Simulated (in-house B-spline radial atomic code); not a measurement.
How numerical settings move a run on S⁸⁺, [He] 2s2 2p4. Computed with a B-spline radial code for spherical atoms: Dirac-Kohn-Sham PBE0, spherical fractional occupations, Fermi nucleus of rms radius 3.2611 fm.

Command:
```bash
python run_scf.py task.json out
```
Settings of the sound reference run:
```
Z                16
electrons        8
configuration    [He] 2s2 2p4
hamiltonian      dirac
method           pbe0
spin_polarised   False
nucleus          fermi
rms_radius       3.2611
mass_number      32
atomic_mass      31.97207
speed_of_light   137.036
knot_spacing     0.22
spline_order     8
gauss_points     12
box_radius       6.9
max_iterations   70
damping          0.5
damped_steps     3
diis_vectors     10
tolerance        1e-08
start            Thomas-Fermi
```

Time taken, with all properties: 0.67 s on 1 thread of Arm Neoverse V2, with other jobs on the host.

It converges in 7 iterations to -365.964764 hartree, with 2p3/2 at -361.646 eV. The other runs change the listed settings, some to values that make no sense; their results aren't properties of the atom or ion. Radii are in bohr (the nuclear one in fm), a minus after a letter asks for a j subshell, and «unchanged» means within 1e-8 hartree. The run stops when the residual is below 10 × tolerance × max(1, Z/10), or a noise floor if that is larger, and the energy moves by less than 1e-8 × √|E| hartree; so very loose and very tight tolerances often act alike.

```tsv
changed settings	outcome
diis_vectors = 0	converged in 18 iterations, energy unchanged, 2p3/2 level -3.2e-06 eV
damping = 0.8	converged in 8 iterations, energy unchanged, 2p3/2 level -5.8e-06 eV
spline_order = 10, box_radius = 27.6, max_iterations = 100, diis_vectors = 20	converged in 7 iterations, energy -5.26e-08 hartree from the reference, 2p3/2 level +8.7e-07 eV
diis_vectors = 2	converged in 7 iterations, energy unchanged, 2p3/2 level -1.1e-06 eV
diis_vectors = 20	converged in 7 iterations, energy unchanged
damped_steps = 1	converged in 6 iterations, energy unchanged, 2p3/2 level -5.1e-06 eV
electrons = 9, configuration = [He] 2s2 2p4 3p-1, max_iterations = 100	converged in 8 iterations to -370.3652 hartree, a different physical problem
damping = 0	converged in 7 iterations, energy unchanged, 2p3/2 level -6.9e-06 eV
max_iterations = 3, damping = 0	not converged after 3 iterations, last residual 3.0e-02, last energy +8.19e-03 hartree from the reference
damping = 0.2	converged in 7 iterations, energy unchanged, 2p3/2 level -5.6e-06 eV
gauss_points = 6, first_knot = 6.25e-06, max_iterations = 60	converged in 7 iterations, energy unchanged, 2p3/2 level -3.5e-07 eV
diis_vectors = 1	converged in 12 iterations, energy unchanged, 2p3/2 level -3.3e-06 eV
```

Task: What happens with first_knot = 0.0625, max_iterations = 50, diis_vectors = 0?

Result: Converged in 19 iterations, energy +5.05e-02 hartree from the reference, 2p3/2 level +1.6e-01 eV.

Task: What happens with electrons = 11, configuration = [He] 2s2 2p7, max_iterations = 100?

Result: Stopped with error: shell 2p holds at most 6 electrons.

Task: What happens with damped_steps = 8?

Result: Converged in 12 iterations, energy unchanged, 2p3/2 level -6.3e-06 eV.

Task: What happens with knot_spacing = 0.1, first_knot = 0.188, max_iterations = 75, damped_steps = 8, start = bare nucleus?

Result: Converged in 12 iterations, energy +5.26e-01 hartree from the reference, 2p3/2 level +2.0e+00 eV.
